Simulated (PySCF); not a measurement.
M06-L single point of singlet HTlO at its PBE0 minimum.

Input, equivalent to the run apart from its starting density:

```python
from pyscf import gto, scf, dft
mol = gto.M(atom='''
Tl     0.000000     0.000000     0.126104
O      0.000000    -0.000000    -1.724698
H      0.000000    -0.000000     1.774786''',
    basis={'Tl': 'def2-TZVP', 'O': 'def2-TZVP', 'H': 'def2-TZVP'},
    ecp={'Tl': 'def2-TZVP'},
    charge=0, spin=0)
mf = dft.RKS(mol, xc='M06L')
mf.grids.atom_grid = (90, 434)
aux = {'Tl': 'def2-universal-JKFIT', 'O': 'def2-universal-JKFIT', 'H': 'def2-universal-JKFIT'}
mf = mf.density_fit(auxbasis=aux)
mf.conv_tol = 1e-08
mf.diis_space = 10
mf.max_cycle = 60
mf.verbose = 4
mf.kernel()
```

SCF log (excerpt):

```
init E= -248.391858452542
  HOMO = -0.220091267239043  LUMO = -0.053551693091869  gap/eV = 4.53177
cycle= 1 E= -248.395127768049  delta_E= -0.00327  |g|= 0.0373  |ddm|= 0.359
  HOMO = -0.213541206081035  LUMO = -0.0506576590880539  gap/eV = 4.43229
cycle= 2 E= -248.395011130667  delta_E= 0.000117  |g|= 0.0457  |ddm|= 0.0818
  HOMO = -0.220781258163519  LUMO = -0.052773110651344  gap/eV = 4.57173
cycle= 3 E= -248.394897849472  delta_E= 0.000113  |g|= 0.0475  |ddm|= 0.0547
  HOMO = -0.21780979544605  LUMO = -0.0529082336880638  gap/eV = 4.48720
cycle= 4 E= -248.395403568193  delta_E= -0.000506  |g|= 0.00217  |ddm|= 0.0344
  HOMO = -0.217721325247999  LUMO = -0.0528872913191472  gap/eV = 4.48536
cycle= 5 E= -248.395404335855  delta_E= -7.68e-07  |g|= 0.00161  |ddm|= 0.00529
  HOMO = -0.217850003654022  LUMO = -0.0529571547356988  gap/eV = 4.48696
cycle= 6 E= -248.395405015363  delta_E= -6.8e-07  |g|= 0.000508  |ddm|= 0.00195
  HOMO = -0.217895689235851  LUMO = -0.0529966152101436  gap/eV = 4.48713
cycle= 7 E= -248.395405073543  delta_E= -5.82e-08  |g|= 7.7e-05  |ddm|= 0.000844
  HOMO = -0.217907834578338  LUMO = -0.0530151230954242  gap/eV = 4.48696
cycle= 8 E= -248.395405076482  delta_E= -2.94e-09  |g|= 2.53e-05  |ddm|= 0.000349
  HOMO = -0.217917126324592  LUMO = -0.0530166918167548  gap/eV = 4.48717
Extra cycle  E= -248.395405074071  delta_E= 2.41e-09  |g|= 0.000107  |ddm|= 0.000104
converged SCF energy = -248.395405074071
```

With an element this heavy the missing spin–orbit coupling can shift these numbers.

This run, together with those of the ionised and electron-attached species (not shown), took 38 s on 2 threads of a shared Intel Xeon 6975P-C (Granite Rapids) host, with 87 basis functions; the process peaked at 0.81 GiB.
